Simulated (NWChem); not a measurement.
BHSF$_{2}$; SMILES FB(F)S

```xyz
5

B      0.0143    -0.4728     0.0000
F      1.1569    -1.1386     0.0000
F     -1.1222    -1.1527     0.0000
S      0.0561     1.3423     0.0000
H     -1.2824     1.5091     0.0000
```
Atoms are numbered in this order, from 1.

All runs: NWChem. The geometry was optimised at B3LYP/6-31G* (spherical d). LC-ωPBE (HJS hole) with def2-SVP; x = 1 − exp(−ω/0.25 bohr⁻¹) is a scale chosen for this fit.

```
row           x  −ε(HOMO) (eV)
--------  -----  -------------
ω = 0.15  0.451           9.05
ω = 0.20  0.551           9.60
ω = 0.25  0.632       withheld
ω = 0.30  0.699          10.45
ω = 0.60  0.909          11.72
```

Problem. Fit a straight line of the last column on the one before it, predict the withheld value, and compare with the run.

Solution. 
1. Means of the 4 shown rows: x = 0.6525, y = 10.205. Slope Σ(x − x̄)(y − ȳ)/Σ(x − x̄)² = 0.6941/0.1189 = 5.840; intercept 6.394.
2. The shown rows scatter about the line by 0.020 (root mean square); the largest residual is -0.03, at ω = 0.30.
3. At x = 0.632 (ω = 0.25; inside the shown range) the line gives 10.08.
4. The run gives 10.06, -0.02 from the line, 1.0 times the scatter.
